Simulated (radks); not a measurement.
Question: These are the eigenvalues of the occupied orbitals of an atom or ion with whole-number occupations (eV). Calculated with a radial shooting solver on a logarithmic mesh with Libxc functionals: scalar-relativistic Kohn-Sham, PBE, spin-polarised, spherical densities, point nucleus.

| orbital | eigenvalue |
|---|---|
| 1s up | -88185.55 |
| 1s down | -88185.51 |
| 2s up | -15811.20 |
| 2s down | -15811.07 |
| 2p up | -13566.09 |
| 2p down | -13565.98 |
| 3s up | -3830.936 |
| 3s down | -3830.872 |
| 3p up | -3187.351 |
| 3p down | -3187.281 |
| 3d up | -2531.773 |
| 3d down | -2531.674 |
| 4s up | -903.3612 |
| 4s down | -903.2233 |
| 4p up | -692.4827 |
| 4p down | -692.3478 |
| 4d up | -448.6355 |
| 4d down | -448.4784 |
| 5s up | -190.3597 |
| 5s down | -189.6438 |
| 4f up | -179.4128 |
| 4f down | -179.2189 |
| 5p up | -131.7209 |
| 5p down | -130.8349 |
| 5d up | -65.6984 |
| 5d down | -64.4987 |
| 6s up | -50.4753 |

Which element is it, and in what charge state? The configuration may be excited. Open shells, if any, are filled with parallel spins first.

Answer: Z = 82, lead, charge +4: Pb4+ in [Xe] 4f14 5d9 6s1. The list shows which subshells hold electrons but not how many an open one holds; the 1s level, -3240.8 hartree, gives Z - s = 80.5 by -(Z - s)^2/2, which with screening and relativity narrows Z to a few neighbours, and the depths of the outer levels then fix element, charge and occupations together.
